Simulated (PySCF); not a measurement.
Se(I)(SeH), HISe2, SMILES [SeH][Se]I, singlet (CAM-B3LYP/def2-SVP optimised geometry):

```
4

Se    -0.819    -1.235     0.000
I     -1.490     1.235     0.000
Se     1.490    -1.235     0.000
H      1.668    -1.174     1.462
```

Calculation: CAM-B3LYP/def2-TZVP, def2 effective core potentials past Kr (PySCF).

Problem. What are the frontier orbital energies and the dipole moment?

Solution. HOMO-2 -9.06 eV, HOMO-1 -8.67 eV, HOMO -8.06 eV, LUMO -1.97 eV, LUMO+1 -0.71 eV; dipole moment 1.19 D.

On the same geometry PBE/def2-TZVP, def2 effective core potentials past Kr (PySCF) gives HOMO-2 -6.75 eV, HOMO-1 -6.39 eV, HOMO -5.67 eV, LUMO -3.68 eV, LUMO+1 -2.61 eV; dipole moment 1.31 D.
